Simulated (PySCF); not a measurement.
## Identify the compound

Molecular formula: C₇H₁₀FPSi. Simulated spectra:

$^{1}$H NMR (300 MHz, computed): δ 7.51 (m, 1H), 4.54 (s, 3H), 2.95 (m, 3H), 2.74 (s, 3H).

$^{13}$C{$^{1}$H} NMR (computed): δ 213.0 (C), 189.0 (C), 155.3 (C), 137.0 (C), 126.0 (CH), 31.6 (CH3), 31.0 (CH3).

Relativity neglected, one computed conformer, averaged over atoms made equivalent by symmetry, fast rotation or ring inversion, isolated molecule. Geometry from GFN2-xTB; NMR shieldings at PBE0/pcSseg-1/GIAO; PySCF.

Scale: $^{1}$H (σ = 31.72 ppm), $^{13}$C (σ = 186.93 ppm) vs TMS (reference shieldings calculated alike).

**Question.** Deduce the structure.

**Answer.** 
- 7 carbon signals for 7 carbons: no two carbons are equivalent.
- Carbon types of the structure: 4 × C, 1 × CH, 2 × CH3, leaving 3 H on heteroatoms.
- δC 213.0: aromatic carbon bearing fluorine; an ipso carbon deshielded by its heteroatom.
- δC 189.0, 155.3, 137.0: substituted aromatic carbon.
- δC 126.0: aromatic CH; the aromatic region.
- δC 31.6, 31.0: methyl carbon on an aromatic ring; saturated and bonded to C and H only.
- δH 7.51: hydrogen on an aromatic CH; ring-current deshielding.
- δH 4.54: hydrogen on a silicon bonded to C.
- δH 2.95, 2.74: hydrogen on a methyl carbon on an aromatic ring; benzylic-type position, deshielded by the ring.

The compound is SMILES Cc1cc(F)pc(C)c1[SiH3].

This is the structure that produced the data.

Splittings by $^{19}$F and $^{31}$P in the carbon and heteronuclear signals aren't shown, as no couplings were computed. Shifts are as computed. Against solution values, carbons near 30 ppm lie about +3 ppm off and those near 130 ppm about +5 ppm. Of 1211 compounds with measured shifts, 218 miss one by over three times the rms of a fit or turn the order of signals round; such compounds aren't used in these exercises. Multiplicities follow the n + 1 count of equivalent neighbours, as no J values were calculated; m marks all less simple cases, F and P coupling included.
